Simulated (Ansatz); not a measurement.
Isolated molecules relaxed with PBE0-D4/def2-TZVP in Ansatz; ΔE leaves out vibrations. CCSD(T)/CBS adds triple-zeta CCSD(T) − MP2 to the extrapolated MP2 energy (def2 sets, frozen cores). This one scheme is used for every species. Functionals use def2-TZVPP. Elements past krypton have def2 core potentials. For Br, Sn outer-core shells are correlated without core-valence functions, which leaves a few kJ/mol of doubt a bond. Scalar relativity is left out up to krypton.

`[F][SnH]([Cl])[Cl]` + HBr → `[Cl][SnH]([Cl])[Br]` + H–F  (ligand exchange at the Sn–F bond)

CCSD(T)/CBS gives -0.55 eV.

Question: Another level gave -0.44 eV. Which?
A. CCSD/def2-TZVPP
B. BHLYP-D4/def2-TZVPP
C. BLYP/def2-TZVPP
D. B2PLYP/def2-TZVPP

Answer: D. B2PLYP -0.44, BHLYP-D4 -0.54, BLYP -0.32, CCSD/def2-TZVPP -0.49 eV.

Largest T1 diagnostic among the species: 0.012.

At CCSD(T), def2-SVP lies +0.15 eV from the extrapolated value and def2-TZVPP +0.06 eV. Leaving LDA and LC-ωPBE aside and taking each functional with its dispersion term where it has one, the values, not all of them listed here, spread over 0.22 eV, from PBE-QIDH to B97M-V. LDA lies −0.05 eV from PBE without D4. From r2SCAN to r2SCAN0 (25 % exact exchange), in def2-TZVPP and without D4, ΔE moves by −0.08 eV.
